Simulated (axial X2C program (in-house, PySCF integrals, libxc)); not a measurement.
# Which molecule gave these maps?

PBE0 fields computed with an in-house all-electron X2C program for linear molecules (integrals from PySCF), two-component, near the equilibrium distance, one atom at z = 0.

The maps cover the half plane through the axis: z from -2.4 to 3.6 Å along the bond, ρ from 0.15 to 2.25 Å away from it.

log10 of the density in e/bohr³:

```
 ρ\z  -2.4  -1.8  -1.2  -0.6   0.0   0.6   1.2   1.8   2.4   3.0   3.6
0.15  -3.2  -2.7  -1.9  -0.3   1.4  -0.3  -1.0  -0.7  -1.5  -2.5  -3.3
0.45  -3.2  -2.7  -2.0  -0.7   0.1  -0.7  -1.2  -1.1  -1.7  -2.6  -3.4
0.75  -3.2  -2.7  -2.1  -1.2  -0.7  -1.2  -1.6  -1.5  -2.0  -2.7  -3.5
1.05  -3.3  -2.8  -2.2  -1.7  -1.4  -1.8  -1.9  -2.0  -2.3  -3.0  -3.7
1.35  -3.4  -2.8  -2.4  -2.0  -1.9  -2.1  -2.3  -2.4  -2.7  -3.2  -3.9
1.65  -3.5  -3.0  -2.6  -2.3  -2.3  -2.5  -2.6  -2.8  -3.1  -3.5  -4.1
1.95  -3.6  -3.2  -2.8  -2.6  -2.6  -2.7  -2.9  -3.1  -3.4  -3.9  -4.4
2.25  -3.8  -3.4  -3.0  -2.9  -2.9  -3.0  -3.3  -3.5  -3.8  -4.2  -4.7
```

Electron localisation function (collinear form, no current term, damped to 0 at low density):

```
 ρ\z  -2.4  -1.8  -1.2  -0.6   0.0   0.6   1.2   1.8   2.4   3.0   3.6
0.15  0.09  0.03  0.03  0.82  0.84  0.72  0.88  1.00  1.00  1.00  0.37
0.45  0.12  0.07  0.04  0.67  0.77  0.57  0.81  1.00  1.00  0.99  0.27
0.75  0.17  0.20  0.11  0.34  0.66  0.22  0.67  1.00  1.00  0.97  0.13
1.05  0.23  0.41  0.32  0.28  0.27  0.09  0.47  0.98  0.99  0.87  0.04
1.35  0.23  0.57  0.59  0.45  0.25  0.10  0.29  0.86  0.93  0.48  0.01
1.65  0.18  0.61  0.73  0.64  0.38  0.17  0.17  0.48  0.56  0.09  0.00
1.95  0.09  0.53  0.75  0.72  0.51  0.21  0.10  0.14  0.11  0.01  0.00
2.25  0.03  0.32  0.66  0.69  0.51  0.20  0.05  0.03  0.01  0.00  0.00
```

Axial spin density in 10⁻³ e/bohr³:

```
 ρ\z  -2.4  -1.8  -1.2   -0.6     0.0    0.6   1.2  1.8  2.4  3.0  3.6
0.15  -0.5  -1.1  -1.5  -63.6  -158.5  -46.3  -6.4  4.9  1.6  0.3  0.1
0.45  -0.5  -1.3  -3.6  -41.6  -121.4  -40.4  -4.5  1.9  1.1  0.2  0.0
0.75  -0.5  -1.6  -5.2  -24.1   -45.9  -20.0  -2.7  0.8  0.6  0.2  0.0
1.05  -0.5  -1.6  -5.0  -14.5   -19.8   -9.2  -1.6  0.3  0.3  0.1  0.0
1.35  -0.4  -1.3  -3.9   -8.6    -9.7   -4.7  -1.0  0.1  0.1  0.1  0.0
1.65  -0.3  -1.0  -2.6   -4.8    -5.0   -2.5  -0.6  0.0  0.1  0.0  0.0
1.95  -0.2  -0.7  -1.6   -2.6    -2.5   -1.4  -0.4  0.0  0.0  0.0  0.0
2.25  -0.1  -0.4  -0.9   -1.3    -1.3   -0.7  -0.2  0.0  0.0  0.0  0.0
```

Task: Which molecule is it?
A. SiO⁻
B. LvF
C. SiH⁻
D. TiH

Result: D. TiH, with Ti at z = 0 and H at z = 1.754 Å, state Ω = 3/2 (⟨Sz⟩ = -1.50, ⟨Lz⟩ = 3.00 at PBE0), basis Ti dyall-cv3z [10s10p6d4f2g], H dyall-v3z [6s2p1d] (cores contracted in-house). One determinant describes the state; a PBE0 search over occupations chose it and may have missed a lower one. Density functionals use the spin component along the axis (collinear). Other states lie close and PBE0, whose exact exchange favours high spin, may order them wrongly; the determinant shown need not be the ground state. The nearest other 2c determinant of the search, Ω = 9/2, lies 0.04 eV up at the distance of the search. Without a current term, density functionals place determinants with orbital angular momentum somewhat too high. With several unpaired electrons one determinant need not be a pure state.
